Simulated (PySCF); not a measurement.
From a computed spectrum to the compound

A species of 8 atoms with charge 0 has these harmonic modes (PBE0, small Gaussian bases with core potentials, PySCF 2.14.0):

| cm⁻¹ | km/mol | symmetry |
| --- | --- | --- |
| 42 | 64.4 | a1 |
| 50 | 1.4 | e |
| 50 | 1.4 | e |
| 113 | 0.0 | a2 |
| 119 | 15.0 | e |
| 119 | 15.0 | e |
| 286 | 10.8 | a1 |
| 490 | 9.8 | e |
| 490 | 9.8 | e |
| 552 | 11.1 | a1 |
| 554 | 214.8 | e |
| 554 | 214.8 | e |
| 1195 | 144.5 | a1 |
| 1635 | 23.9 | e |
| 1635 | 23.9 | e |
| 3493 | 25.7 | a1 |
| 3615 | 48.0 | e |
| 3615 | 48.0 | e |

(1) Which species is it, and in which structure?

## Answers

(1) NdF3(NH3) (singlet in the valence; each metal's 4f electrons, 3 of them, lie in its core potential, out of spins and levels):
```xyz
8

Nd    0.0761   -0.0761    0.0761
F     1.0933    1.4382    1.0933
F    -1.4382   -1.0933    1.0933
F     1.0933   -1.0933   -1.4382
N    -1.4293    1.4293   -1.4293
H    -2.0403    2.0403   -0.8839
H    -0.8839    2.0403   -2.0403
H    -2.0403    0.8839   -2.0403
```
Ideal gas at 298.15 K and 1 bar: S = 416.0 J/(mol K), Cp = 115.6 J/(mol K), H − H(0 K) = 26.0 kJ/mol (rigid rotor, harmonic modes, spin degeneracy alone, that of the 4f electrons in the core included; the modes under 60 cm⁻¹ make these uncertain). An lcecp potential fixes the number of 4f electrons, so in runs with it no electron can move into or out of that shell.
 Other answers can fit too; this one was computed.
